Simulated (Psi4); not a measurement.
Psi4 input (wB97X-D/6-31G*):

```
memory 1500 MB

molecule {
0 2
Be   -0.00000000   -0.00000000   -1.47034744
Cl    0.00000000    0.00000000    0.34596410
symmetry c1
no_reorient
no_com
}

set {
  basis 6-31G*
  reference uks
  scf_type pk
  dft_radial_points 99
  dft_spherical_points 590
  e_convergence 1e-8
  d_convergence 1e-7
  maxiter 150
}

e = energy('wb97x-d')
print_out(f'\nFINAL {e:.10f} DIPOLE {variable("CURRENT DIPOLE")[0]:.6f} {variable("CURRENT DIPOLE")[1]:.6f} {variable("CURRENT DIPOLE")[2]:.6f}\n')
```

Output:

```
   => Loading Basis Set <=

    Name: 6-31G*
    Role: ORBITAL
    Keyword: BASIS
    atoms 1 entry BE         line    77 file 6-31gs.gbs
    atoms 2 entry CL         line   340 file 6-31gs.gbs

   => WB97X-D: Empirical Dispersion <=

    Chai and Head-Gordon Dispersion Correction
    Chai, J.-D.; Head-Gordon, M. (2010), J. Chem. Phys., 132: 6615-6620

        s6 =       1.000000

         ---------------------------------------------------------
                                   SCF
               by Justin Turney, Rob Parrish, Andy Simmonett
                          and Daniel G. A. Smith
                              UKS Reference
         ---------------------------------------------------------

  ==> Geometry <==

    Molecular point group: c1
    Full point group: C_inf_v

    Geometry (in Angstrom), charge = 0, multiplicity = 2:

       Center              X                  Y                   Z               Mass
    ------------   -----------------  -----------------  -----------------  -----------------
         BE           0.000000000000     0.000000000000    -1.470347440000     9.012183065000
         CL           0.000000000000     0.000000000000     0.345964100000    34.968852682000

  Running in c1 symmetry.

  Rotational constants: A = ************  B =      0.71222  C =      0.71222 [cm^-1]
  Rotational constants: A = ************  B =  21351.85120  C =  21351.85120 [MHz]
  Nuclear repulsion =   19.811606947979858

  Charge       = 0
  Multiplicity = 2
  Electrons    = 21
  Nalpha       = 11
  Nbeta        = 10

  ==> Algorithm <==

  SCF Algorithm Type is PK.
  DIIS enabled.
  MOM disabled.
  Fractional occupation disabled.
  Guess Type is SAD.
  Energy threshold   = 1.00e-08
  Density threshold  = 1.00e-07
  Integral threshold = 1.00e-12

  ==> Primary Basis <==

  Basis Set: 6-31G*
    Blend: 6-31G*
    Number of shells: 14
    Number of basis functions: 34
    Number of Cartesian functions: 34
    Spherical Harmonics?: false
    Max angular momentum: 2

  ==> DFT Potential <==

   => LibXC <=

    Version 7.1.2
    S. Lehtola, C. Steigemann, M. J. T. Oliveira, and M. A. L. Marques,  SoftwareX 7, 1–5 (2018) (10.1016/j.softx.2017.11.002)

   => Composite Functional: WB97X-D <=

    wB97X-D Hyb-GGA Exchange-Correlation Functional

    J.-D. Chai and M. Head-Gordon,  Phys. Chem. Chem. Phys. 10, 6615–6620 (2008) (10.1039/B810189B)

    Deriv               =              1
    GGA                 =           TRUE
    Meta                =          FALSE

    Exchange Hybrid     =           TRUE
    MP2 Hybrid          =          FALSE

   => Exchange-Correlation Functionals <=

    1.0000   wB97X-D range-separated functional

   => Exact (HF) Exchange <=

    0.7780            HF,LR [omega = 0.2000]
    0.2220               HF

   => LibXC Density Thresholds  <==

    XC_HYB_GGA_XC_WB97X_D:  1.00E-14

   => Molecular Quadrature <=

    Radial Scheme          =       TREUTLER
    Pruning Scheme         =           NONE
    Nuclear Scheme         =       TREUTLER

    Blocking Scheme        =         OCTREE
    BS radius alpha        =              1
    Pruning alpha          =              1
    Radial Points          =             99
    Spherical Points       =            590
    Total Points           =         108195
    Total Blocks           =            915
    Max Points             =            255
    Max Functions          =             34
    Weights Tolerance      =       1.00E-15

  ==> Integral Setup <==

  Using in-core PK algorithm.
   Calculation information:
      Number of atoms:                   2
      Number of AO shells:              14
      Number of primitives:             42
      Number of atomic orbitals:        34
      Number of basis functions:        34

      Integral cutoff                 1.00e-12
      Number of threads:                 1

  Performing in-core PK
  Using 531930 doubles for integral storage.
  We computed 5563 shell quartets total.
  Whereas there are 5565 unique shell quartets.

  Computing range-separated integrals for PK
  We computed 5563 wK shell quartets total.
  Whereas there are 5565 wK unique shell quartets.

  ==> DiskJK: Disk-Based J/K Matrices <==

    J tasked:                  Yes
    K tasked:                  Yes
    wK tasked:                 Yes
    Omega:               2.000E-01
    Schwarz Cutoff:          1E-12


  Cached 100.0% of DFT collocation blocks in 0.095 [GiB].

  Minimum eigenvalue in the overlap matrix is 1.3131184625E-02.
  Reciprocal condition number of the overlap matrix is 2.6529421077E-03.
    Using symmetric orthogonalization.

  ==> Pre-Iterations <==

  SCF Guess: Superposition of Atomic Densities via on-the-fly atomic UHF (no occupation information).

   -------------------------
    Irrep   Nso     Nmo
   -------------------------
     A         34      34
   -------------------------
    Total      34      34
   -------------------------

  ==> Iterations <==

                        Total Energy        Delta E     RMS |[F,P]|

   @UKS iter SAD:  -474.57478045315474   -4.74575e+02   0.00000e+00
   @UKS iter   1:  -474.90107630652363   -3.26296e-01   6.24432e-03 DIIS/ADIIS
   @UKS iter   2:  -474.91955902044015   -1.84827e-02   4.33458e-03 DIIS/ADIIS
   @UKS iter   3:  -474.93113495582440   -1.15759e-02   3.52598e-04 DIIS/ADIIS
   @UKS iter   4:  -474.93132843229694   -1.93476e-04   1.38750e-04 DIIS/ADIIS
   @UKS iter   5:  -474.93137004932976   -4.16170e-05   4.41988e-05 DIIS
   @UKS iter   6:  -474.93137394581549   -3.89649e-06   7.76455e-06 DIIS
   @UKS iter   7:  -474.93137413154932   -1.85734e-07   2.14491e-06 DIIS
   @UKS iter   8:  -474.93137414585470   -1.43054e-08   2.63222e-07 DIIS
   @UKS iter   9:  -474.93137414609191   -2.37208e-10   9.07281e-08 DIIS
  Energy and wave function converged.

  ==> Post-Iterations <==

   Electrons on quadrature grid:
      Nalpha   =   11.0000000688 ; deviation = 6.879e-08
      Nbeta    =   10.0000000689 ; deviation = 6.889e-08
      Ntotal   =   21.0000001377 ; deviation = 1.377e-07

   @Spin Contamination Metric:   1.376733886E-03
   @S^2 Expected:                7.500000000E-01
   @S^2 Observed:                7.513767339E-01
   @S   Expected:                5.000000000E-01
   @S   Observed:                5.000000000E-01

    Orbital Energies [Eh]
    ---------------------

    Alpha Occupied:

       1A   -101.704977     2A     -9.578167     3A     -7.322732
       4A     -7.319028     5A     -7.319028     6A     -4.204023
       7A     -0.912653     8A     -0.487545     9A     -0.418951
      10A     -0.418951    11A     -0.295673

    Alpha Virtual:

      12A      0.035851    13A      0.035851    14A      0.154703
      15A      0.346529    16A      0.352367    17A      0.352367
      18A      0.366426    19A      0.512685    20A      0.571193
      21A      0.571193    22A      0.688430    23A      0.748879
      24A      0.748879    25A      0.867810    26A      0.867811
      27A      1.001769    28A      1.001770    29A      1.059688
      30A      1.255083    31A      1.255083    32A      1.584966
      33A      2.701290    34A      4.366034

    Beta Occupied:

       1A   -101.704729     2A     -9.577887     3A     -7.321663
       4A     -7.319060     5A     -7.319060     6A     -4.197174
       7A     -0.910828     8A     -0.481320     9A     -0.418479
      10A     -0.418479

    Beta Virtual:

      11A      0.019285    12A      0.077496    13A      0.077496
      14A      0.228657    15A      0.363715    16A      0.386565
      17A      0.386565    18A      0.466038    19A      0.542365
      20A      0.575335    21A      0.575335    22A      0.706590
      23A      0.792120    24A      0.792120    25A      0.893904
      26A      0.893905    27A      1.019376    28A      1.019376
      29A      1.129142    30A      1.290435    31A      1.290435
      32A      1.649155    33A      2.773952    34A      4.368250

    Final Occupation by Irrep:
              A
    DOCC [    10 ]
    SOCC [     1 ]
    NA   [    11 ]
    NB   [    10 ]

  @UKS Final Energy:  -474.93137414609191

   => Energetics <=

    Nuclear Repulsion Energy =             19.8116069479798576
    One-Electron Energy =                -694.2872287417651478
    Two-Electron Energy =                 222.1401566576533924
    DFT Exchange-Correlation Energy =     -22.5958988455914564
    Empirical Dispersion Energy =          -0.0000101643685264
    VV10 Nonlocal Energy =                  0.0000000000000000
    Total Energy =                       -474.9313741460919118

  UHF NO Occupations:
  HONO-2 :    9  A 1.9996858
  HONO-1 :   10  A 1.9996858
  HONO-0 :   11  A 1.0000000
  LUNO+0 :   12  A 0.0003142
  LUNO+1 :   13  A 0.0003142
  LUNO+2 :   14  A 0.0000554
  LUNO+3 :   15  A 0.0000031

Computation Completed

Properties will be evaluated at   0.000000,   0.000000,   0.000000 [a0]

Properties computed using the SCF density matrix

 Multipole Moments:

 ------------------------------------------------------------------------------------
     Multipole            Electronic (a.u.)      Nuclear  (a.u.)        Total (a.u.)
 ------------------------------------------------------------------------------------

 L = 1.  Multiply by 2.5417464519 to convert [e a0] to [Debye]
 Dipole X            :         -0.0000000            0.0000000           -0.0000000
 Dipole Y            :         -0.0000000            0.0000000           -0.0000000
 Dipole Z            :         -0.4669054           -0.0000001           -0.4669055
 Magnitude           :                                                    0.4669055

 ------------------------------------------------------------------------------------

FINAL -474.9313741461 DIPOLE -0.000000 -0.000000 -0.466905

*** Psi4 exiting successfully. Buy a developer a beer!
```
